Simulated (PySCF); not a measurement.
C$_{3}$H$_{6}$NO, doublet, geometry from GFN2-xTB, atoms displaced at random by about 0.08 Å a coordinate; R2SCAN/STO-3G, gradient (PySCF).

Here is a job for PySCF.
```python
from pyscf import gto, scf, dft

mol = gto.M(
    atom='''
C    -0.72467034   -1.00780495   -0.78977105
N     0.32539019   -0.24486326    0.00718711
C     1.49803391   -0.55759693    0.07483866
C    -0.16612186    0.87336485    0.60743944
O    -1.39007086    1.33403706    0.31465396
H    -0.28359374   -1.91867729   -1.25230459
H    -1.48684957   -0.63354399   -1.04465136
H     1.69977842   -1.50885430    0.79357213
H     2.11576813    0.02463818    0.81982819
H     2.14020361   -0.78925898   -0.85588930
H     0.54140654    1.42694190    1.07270105
''',
    basis='sto-3g',
    spin=1,
    verbose=3,
)

mf = dft.UKS(mol)
mf.xc = 'r2scan'
mf.conv_tol = 1e-11
mf.kernel()
g = mf.nuc_grad_method()
grad = g.kernel()
```

Output, abridged:

```
converged SCF energy = -244.351662143783  <S^2> = 0.76146722  2S+1 = 2.0114345
--------------- UKS gradients ---------------
         x                y                z
0 C    -0.3249064646     0.1389642369    -0.1029070166
1 N     0.3692599004    -0.0321448172     0.0853723490
2 C    -0.3990911704     0.1715835916    -0.0820967904
3 C     0.1897639591    -0.0597676548     0.0577992854
4 O    -0.0791610056     0.0322772195    -0.0315507556
5 H     0.0109241216    -0.0136671328    -0.0048327047
6 H     0.2601490090    -0.1384643848     0.0807888408
7 H     0.0138044665    -0.0112490680     0.0420236029
8 H     0.0114115839    -0.0239717137     0.0297896080
9 H     0.0218604715    -0.0147269477    -0.0198255482
10 H    -0.0718026966    -0.0486622315    -0.0537251061
----------------------------------------------
```
